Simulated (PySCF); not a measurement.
## Two-component Hartree-Fock for Cs²⁷⁺ (caesium, charge +27)

Start: [Ar] 3d10. Calculated with PySCF 2.14 in an even-tempered Gaussian basis (17 s from 4 bohr⁻², ratio 2.8; 13 p from 5.2 bohr⁻², ratio 2.8; 8 d from 5.2 bohr⁻², ratio 2.8; 3 f from 23 bohr⁻², ratio 3): generalised Hartree-Fock with the X2C-1e Hamiltonian and a Gaussian nucleus; one run each with spin-orbit coupling (SO) switched off, then screened by Boettger's factors.

| spinor shell | electrons | ε, spin-free (eV) | ε, screened SO (eV) | weight of nominal j (screened SO) | rms radius, screened SO (bohr) |
| --- | --- | --- | --- | --- | --- |
| 1s1/2 | 2 | -37082.6 | -37078.8 | 1.000 | 0.0298 |
| 2s1/2 | 2 | -6670.8 | -6669.7 | 1.000 | 0.121 |
| 2p1/2 | 2 | -6073.4 | -6320.4 | 1.000 | 0.104 |
| 2p3/2 | 4 | -6073.4 | -5963.3 | 1.000 | 0.110 |
| 3s1/2 | 2 | -2082.0 | -2081.8 | 1.000 | 0.313 |
| 3p1/2 | 2 | -1885.3 | -1935.8 | 1.000 | 0.305 |
| 3p3/2 | 4 | -1885.3 | -1862.7 | 1.000 | 0.316 |
| 3d3/2 | 4 | -1603.8 | -1613.0 | 1.000 | 0.285 |

Problem. Where does 3d5/2 lie, and what is the 3d spin-orbit splitting (screened SO)?

Solution. At -1597.5 eV, 15.477 eV above 3d3/2.

| quantity | spin-free | screened SO |
| --- | --- | --- |
| E (hartree) | -7419.35028 | -7422.00777 |
| M_J | 0 | 0 |
| ⟨J²⟩ | 0.000 | 0.000 |
| ⟨L²⟩ | 0.000 | 0.017 |
| ⟨S²⟩ | 0.000 | 0.017 |

Breit and QED terms are absent; they matter most for the inner s and p1/2 levels.

Densities and radii are taken from the X2C orbitals without a picture-change correction, which distorts them close to the nucleus.

Without spin-orbit coupling the j labels of p, d and f shells carry no meaning; the spin-free column gives the mean over the occupied spinors of each nl shell.
